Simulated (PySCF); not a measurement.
Molecule: CH4BO3 (charge -1, singlet). It need not be the lowest isomer of its formula. Whether it binds its extra electron was not tested at this geometry. 
Coordinates optimised at B3LYP-D3(BJ)/def2-TZVP (Ansatz):
```xyz
9

C     -1.7937     0.4430     0.3240
O     -0.4477     0.4840     0.7002
B      0.4855    -0.1734    -0.1765
O      0.2070    -0.7972    -1.2746
O      1.7997    -0.0154     0.3864
H     -2.1917     1.4621     0.1946
H     -1.9153    -0.1067    -0.6153
H     -2.3997    -0.0455     1.1037
H      2.3689    -0.4718    -0.2402
```
Charge -1, spin multiplicity 1.

Dispersion corrections to the total energy (kcal/mol) from the dftd3 and dftd4 libraries through PySCF: D3(BJ) without and D4 with the three-body term, each with the damping fitted for the functional named.

```json
[
 {"functional": "PBE", "D3(BJ)": "-3.03", "D4": "…"},
 {"functional": "BHLYP", "D3(BJ)": "-3.90", "D4": "-3.99"},
 {"functional": "CAM-B3LYP", "D3(BJ)": "-2.20", "D4": "-3.02"},
 {"functional": "TPSSh", "D3(BJ)": "-3.40", "D4": "-4.51"},
 {"functional": "PBE0", "D3(BJ)": "-2.54", "D4": "…"},
 {"functional": "LC-wPBE", "D3(BJ)": "-2.70", "D4": "-4.03"},
 {"functional": "BP86", "D3(BJ)": "…", "D4": "-4.73"}
]
```

Task: Fill in the missing entries.

Result: 
- PBE, D4: -3.67
- PBE0, D4: -3.05
- BP86, D3(BJ): -4.53
